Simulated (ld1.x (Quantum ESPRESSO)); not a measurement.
What one change does to a pseudopotential (Ne (Z = 10), ultrasoft)

ld1.x (Quantum ESPRESSO) 7.5 input, shortened:

```
&input
   title='Ne', zed=10., rel=0, dft='PBE', iswitch=3,
   config='[He] 2s2 2p5'
 /
 &inputp
   pseudotype=3, tm=.true., lloc=-1, rcloc=0.55,
   nlcc=.true., new_core_ps=.true., rcore=0.30,
   which_augfun='PSQ', rmatch_augfun_nc=.true.
 /
4
2S  1  0   2.00   0.00  0.45  0.50  0.0
2S  1  0   0.00   0.45  0.45  0.50  0.0
2P  2  1   5.00   0.00  0.80  1.00  0.0
2P  2  1   0.00  -2.05  0.80  1.00  0.0
 &test
   configts(1)='2s2 2p5'
 /
```

Change: augmentation built from norm-conserving waves at rcut, not smoothed further.

Cutoffs: the cutoffs (Ry, on a coarse ladder) from which the occupation-weighted sum of valence levels, in a spherical-Bessel basis at the reference potential, stays within 10 and 1 mRy of its value at 400 Ry; they do not see the model core or the augmentation charge, which bear on the density cutoff. Errors are all-electron minus pseudo energies relative to the spin-unpolarised reference configuration.

Problem. How do hardness, ghosts and transferability respond?

Solution. The potential gets neither clearly harder nor softer (140 Ry and 260 Ry → 140 Ry and 230 Ry); the number of tests that count goes from 5 to 6; of the 5 tests that both files solve, the error grows in 0 and shrinks in 4 by more than 15 % and 0.3 meV (median size 26.0 → 9.3 meV); neither file shows a bound ghost at the reference potential, the only one tested.

```tsv
quantity	base	changed
cutoff, loose	140 Ry	140 Ry
cutoff, tight	260 Ry	230 Ry
bound ghosts	none	none
tests counted (converged, no solver errors)	5 of 6	6 of 6
error for 2s2 2p6, meV [ΔE -22.49 eV]	+19	+2.8
error for 2s2 2p4, meV [ΔE 43.28 eV]	+47	+9.3
error for 2s2 2p3, meV [ΔE 110.72 eV]	+233	+63
error for 2s1 2p6, meV [ΔE 23.26 eV]	+26	+23
error for 2s2 2p5.5, meV [ΔE -13.62 eV]	+6.4	+1.0
s: phases at 1.09 bohr within 0.05 rad from the reference energy up to (Ry; the scan ends near 5)	to the end of the scan	to the end of the scan
p: phases at 1.09 bohr within 0.05 rad from the reference energy up to (Ry; the scan ends near 5)	to the end of the scan	to the end of the scan
lowest overlap eigenvalue by channel	s 0.67, p 0.93	s 0.24, p 0.93
```

Base: Tests not counted: 2s2 2p2 (solver errors, printed error -397 eV).
